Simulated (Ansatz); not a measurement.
Geometry optimisation, Ansatz 0.2.0, RKS PBE0-D4/6-31G*.

The input (input.yaml):

```yaml
crystal:
  periodic: [false, false, false]
  atoms:
    - { symbol: B, position_ang: [0.0, 0.0, 0.0] }
    - { symbol: H, position_ang: [0.0, 0.0, 1.54] }
    - { symbol: C, position_ang: [1.3856, 0.0, -0.8] }
    - { symbol: H, position_ang: [1.7152, -1.0462, -0.9702] }
    - { symbol: H, position_ang: [1.2491, 0.508, -1.7774] }
    - { symbol: H, position_ang: [2.1552, 0.5381, -0.2082] }
    - { symbol: Cl, position_ang: [-1.6108, 0.0, -0.93] }
    - { symbol: "N", position_ang: [-0.2314, 1.7403, 0.5833] }
    - { symbol: H, position_ang: [-1.1621, 2.2275, 0.4417] }
    - { symbol: H, position_ang: [0.5667, 2.2503, 1.0593] }
    - { symbol: H, position_ang: [-0.1183, 0.89, 1.5631] }
basis:
  gaussian: { orbitals: "6-31G*" }
hamiltonian:
  xc: pbe0
  dispersion: d4
relax:
  f_tol: 0.15
  max_steps: 25
  restrain:
    - { distance: [0, 7], at: 2.75, k: 30.0 }
    - { distance: [10, 1], at: 1.86, k: 30.0 }
    - { distance: [0, 1], at: 1.19, k: 30.0 }
    - { distance: [10, 7], at: 1.06, k: 30.0 }
```

Run as:

```bash
$ ansatz run input.yaml --threads 1 --pin off --max-ram 2048MiB --backend cpu --events-out ev --progress --plain --runs-dir out
```

Task: Where does it end, and by what steps?

Result: It converged. The restraints hold the end off the free minimum. After 7 steps the energy has fallen by 2.882 eV (the restraints' own energy left out); N8 moved furthest, 0.77 Å. Joined: B1–H2 (1.54 → 1.19 Å).

| step | energy less start (eV) | largest force component (eV/Å) | accepted |
| --- | --- | --- | --- |
| 0 | 0.0000 | 4.374 | yes |
| 1 | -0.9373 | 4.135 | yes |
| 2 | -1.5845 | 4.152 | yes |
| 3 | -2.0501 | 3.306 | yes |
| 4 | -2.5885 | 2.588 | yes |
| 5 | -2.7842 | 0.919 | yes |
| 6 | -2.8699 | 0.915 | yes |
| 7 | -2.8816 | 0.925 | yes |

```xyz
11
Properties=species:S:1:pos:R:3
B 0.023 -0.220 -0.009
H -0.056 -0.499 1.149
C 1.368 -0.025 -0.770
H 1.686 -1.021 -1.116
H 1.292 0.606 -1.660
H 2.169 0.346 -0.119
Cl -1.504 -0.290 -0.896
N -0.302 2.244 1.164
H -1.049 2.239 0.479
H 0.574 2.422 0.683
H -0.251 1.306 1.596
```

Run time: 58 s on 1 thread of Arm Neoverse N1, on a shared host, peak memory 0.15 GiB.
